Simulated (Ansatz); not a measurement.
C$_{3}$H$_{11}$SbSi (`C[CH2][Sb]([CH3])[SiH3]`), relaxed with RKS PBE0-D4/def2-TZVP in the Gaussian-basis code of Ansatz from a PBE-D4/def2-SVP geometry. The force threshold is 0.005 eV/Å; the program also tests the step.

The species carries charge 0 and has multiplicity 1. Sb: def2 effective core potential.

Start:

```xyz
16

C    -1.618    1.160    1.355
C    -0.148    0.973    0.989
Sb    0.188    0.731   -1.195
C     2.277    0.063   -0.957
Si   -0.695   -1.713   -1.150
H    -1.748    1.312    2.448
H    -2.230    0.277    1.074
H    -2.063    2.041    0.848
H     0.294    0.085    1.485
H     0.458    1.855    1.283
H     2.624   -0.409   -1.895
H     2.908    0.948   -0.746
H     2.363   -0.660   -0.123
H    -0.153   -2.443    0.057
H    -0.258   -2.459   -2.385
H    -2.201   -1.761   -1.090
```

| step | energy (eV) | largest force (eV/Å) | largest move (Å) |
| --- | --- | --- | --- |
| 1 | -17700.3258 | 0.703 | 0.000 |
| 2 | -17700.3849 | 0.404 | 0.070 |
| 3 | -17700.3979 | 0.094 | 0.036 |
| 4 | -17700.4005 | 0.023 | 0.023 |
| 5 | -17700.4006 | 0.038 | 0.013 |
| 6 | -17700.4008 | 0.005 | 0.009 |
| 7 | -17700.4008 | 0.002 | 0.003 |

End:

```xyz
16

C    -1.601    1.144    1.337
C    -0.135    0.972    0.984
Sb    0.197    0.705   -1.152
C     2.256    0.062   -0.944
Si   -0.696   -1.704   -1.138
H    -1.734    1.316    2.409
H    -2.187    0.258    1.075
H    -2.046    1.994    0.812
H     0.303    0.112    1.496
H     0.444    1.854    1.268
H     2.593   -0.386   -1.878
H     2.873    0.935   -0.729
H     2.354   -0.662   -0.135
H    -0.169   -2.447    0.044
H    -0.269   -2.421   -2.371
H    -2.183   -1.733   -1.079
```

Hardware: 4 threads of an Arm Neoverse V1 on a shared host. Wall time 63 s, peak host memory 0.83 GiB.
